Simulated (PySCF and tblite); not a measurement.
Results of a calculation; reference values are marked as such.
C5H8F4, numbered as in [F:1][CH2:2][CH2:3][CH2:4][CH2:5][C:6]([F:7])([F:8])[F:9].

The ensemble was built from 150 distance-geometry starts (ETKDG and KDG, MMFF94s, GFN2-xTB) and rests on GFN2-xTB geometries. Free energies are HF-D3(BJ)/cc-pVDZ single points with GFN2-xTB rigid-rotor and vibrational terms (modes under about 100 cm⁻¹ blended into free rotors). Symmetry numbers and mirror images are counted. Conformers within 3 kcal/mol (GFN2-xTB free energy) were kept, 4 at most. GIAO shieldings: HF/cc-pVDZ. Shifts are against CFCl3 (¹⁹F) at the same level. Programs: PySCF with density fitting and tblite.

Torsions listed: F1–C2–C3–C4, C2–C3–C4–C5, C3–C4–C5–C6. Of a mirror pair one member is shown.

```tsv
conformer	shape	symmetry	E(GFN2) kcal/mol	E(HF) kcal/mol
1	66°, -178°, -178°	C1 (pair)	0.40	0.20
2	-75°, 66°, 177°	C1 (pair)	0.00	0.00
3	64°, -173°, -68°	C1 (pair)	0.34	0.29
4	180°, 180°, 180°	Cs	0.66	0.68
```

Q: How much do the weights at 298.15 K and the averaged shift of F1 depend on how the conformers are weighted?

A: 
| weighting | 1 (%) | 2 (%) | 3 (%) | 4 (%) | δ (ppm) | rms dipole (D) |
| --- | --- | --- | --- | --- | --- | --- |
| HF energy with thermal terms, symmetry and mirror images (full scheme) | 36 | 34 | 20 | 10 | -192.7 | 2.97 |
| HF energy with symmetry and mirror images | 29 | 40 | 25 | 6 | -192.5 | 2.97 |
| bare HF energy | 27 | 38 | 23 | 12 | -192.3 | 2.88 |
| GFN2-xTB energy with symmetry and mirror images | 23 | 45 | 25 | 7 | -192.1 | 2.95 |
| GFN2-xTB free energy | 29 | 38 | 21 | 12 | -192.3 | 2.93 |
| leading conformer alone | 100 | 0 | 0 | 0 | -195.6 | 3.47 |
| equal weights | 25 | 25 | 25 | 25 | -192.6 | 2.55 |
| full scheme, search stopped after three starts | 78 | 0 | 0 | 22 | -194.2 | 3.08 |

The largest departure from the full scheme, 2.9 ppm, comes with: leading conformer alone.

Unscaled ¹⁹F shifts at such levels can be off by tens of ppm; differences between conformers or isomers are more reliable. The cap on conformers cut off some of the population, so the set may be incomplete.


Conformer gaps in cc-pVDZ on xTB geometries can be 2 kcal/mol off for S=O, P=O and other polar bonds.